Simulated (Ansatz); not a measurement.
`[SiH3]S[SiH2]S[SiH3]` + `[SH][SnH3]` → `[SiH3][S][SnH3]` + `[SiH3]S[SiH2]S`  (ligand exchange at the Si–S bond)

Gas-phase electronic energies from Ansatz, PBE0-D4/def2-TZVP geometries. CCSD(T)/CBS is the MP2 limit (def2-TZVPP, def2-QZVPP) plus CCSD(T) − MP2 in def2-TZVPP, frozen cores. DFT in def2-TZVPP. B3LYP here is the variant with VWN-RPA as its local correlation; programs differ in this. Elements past krypton have def2 core potentials. For Sn outer-core shells are correlated without core-valence functions, which leaves a few kJ/mol of doubt a bond. Each species was taken in one conformer, which may not be the lowest.

| level | ΔE (kJ/mol) | difference from CCSD(T)/CBS |
| --- | --- | --- |
| PBE0-D4 | 7.9 | 2.9 |
| B3LYP-D4 | 8.5 | 3.5 |
| ωB97X-V | 6.8 | 1.8 |
| ωB97M-V | 7.7 | 2.7 |
| B2PLYP | 3.4 | -1.6 |
| PBE | 3.0 | -2.0 |
| r2SCAN | 4.5 | -0.5 |
| PBE0 | 3.8 | -1.2 |
| B3LYP | 1.3 | -3.7 |
| MP2/def2-TZVPP | 6.5 | 1.5 |
| SCS-MP2/def2-TZVPP | 5.2 | 0.2 |
| CCSD(T)/def2-TZVPP | 5.5 | 0.5 |
| HF/def2-QZVPP | 0.6 | -4.4 |
| MP2/def2-QZVPP | 6.0 | 1.0 |
| MP2/CBS(def2) | 6.0 | 1.0 |
| CCSD/CBS(def2) | 4.2 | -0.8 |
| CCSD(T)/CBS | 5.0 | 0 |

Largest T1 diagnostic among the species: 0.013.

In def2-TZVPP, CCSD(T) changes the Hartree–Fock value by +4.3 kJ/mol (the triples alone add +0.8 kJ/mol) and MP2 by +5.3 kJ/mol. The D4 term adds +7.2 kJ/mol with B3LYP and +4.1 kJ/mol with PBE0; it sums over pairs of atoms, weighted by their polarisabilities, and B3LYP, whose exchange is more repulsive, gets the larger term.
